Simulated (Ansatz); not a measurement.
# A rate constant, worked out

An elementary step of SiN2H4F2, closed shell (SiN₂H₄F₂ ([NH2][Si]([NH2])([F])[F]) → SiNHF₂ ([NH][Si]([F])[F]) + NH₃ (still joined by a long Si–N bond); Si–N, N–H broken or loosened, N–H formed or tightened). The start structure is the reactant molecule, and the electronic barrier above it is 2.432 eV by CCSD(T) at an estimated basis limit (MP2 extrapolated from triple and quadruple zeta, plus CCSD(T) − MP2 in triple zeta). Program: Ansatz 0.2.0. Basis: def2-TZVPP and def2-QZVPP. Cores are frozen in the correlated methods. Extrapolation: Hartree–Fock as exp(−7.88 √X), correlation as X^−2.97. Harmonic wavenumbers at PBE0-D4/def2-TZVP (Ansatz 0.2.0), in cm⁻¹:

Start: 215, 231, 249, 333, 354, 355, 374, 386, 431, 767, 803, 824, 928, 978, 1000, 1578, 1581, 3629, 3630, 3726, 3727.

Saddle: 1305i, 181, 284, 306, 369, 372, 406, 546, 725, 810, 826, 864, 910, 954, 1155, 1420, 1562, 1993, 3546, 3637, 3717.

Work out the transition-state-theory rate constant at 400 K from these numbers alone (harmonic vibrations; rotation, path degeneracy and anharmonicity left out), and the Wigner tunnelling factor. Use 1 cm⁻¹ = 1.2398 × 10⁻⁴ eV and k_B = 8.617 × 10⁻⁵ eV/K.

Zero-point energies, half the sums: start 26099/2 cm⁻¹ = 1.6179 eV; saddle, real modes only, 24583/2 cm⁻¹ = 1.5240 eV.
Barrier with zero-point energy: 2.432 + 1.5240 − 1.6179 = 2.3381 eV.
k_BT = 0.03447 eV, so the barrier is 67.83 k_BT.
Vibrational partition functions from the zero-point level, ln q = −Σ ln(1 − exp(−hν/k_BT)): start 3.834, saddle 2.944.
k = (k_BT/h) exp(ln q‡ − ln q) exp(−E0/k_BT), with log₁₀(k_BT/h in s⁻¹) = 12.92: log₁₀ k = 12.92 + (-0.890 − 67.83)/2.3026 = -16.92, so k ≈ 1 × 10^(-17) s⁻¹.
Wigner factor: 1 + (hν‡/k_BT)²/24 = 1 + (4.69)²/24 = 1.92, too large for this simple formula to be trusted. A change of 1 kcal/mol (0.043 eV) in the barrier would change k by a factor of 3.5 at this temperature.

The T1 diagnostic stays at or below 0.013.

Labels in which every atom is bracketed show which atoms are joined, not bond orders.

For scale, one of the runs: CCSD(T)/def2-TZVPP, 222 basis functions, launched by `ansatz run in.yaml --threads 4 --pin off --events-out ev --progress --plain --max-ram 9574MiB`. Hardware: 4 CPU threads of an Arm Neoverse V2, shared host. Wall time 110 s; peak host memory 3.7 GiB.
